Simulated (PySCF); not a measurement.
Cl3Si, SMILES Cl[Si](Cl)Cl, multiplicity 2. Geometry: ωB97X-D3(BJ)/def2-SVP. The isomer is the one that the SMILES or the coordinates give; other isomers of the formula were not compared.

Q: Give the equilibrium geometry at ωB97X-D3(BJ)/def2-SVP (PySCF confirms it by a frequency run) as bond lengths and angles, and its point group. (Estimate from the structure and the level; the computed values follow.)

A: point group C3v.
Atoms: Cl1 Si2 Cl3 Cl4. Bonded distances (Å): Cl1–Si2 2.053, Si2–Cl3 2.053, Si2–Cl4 2.053. Bond angles (°): Cl1–Si2–Cl3 108.9, Cl1–Si2–Cl4 108.9, Cl3–Si2–Cl4 108.9.
Charge 0, spin multiplicity 2.
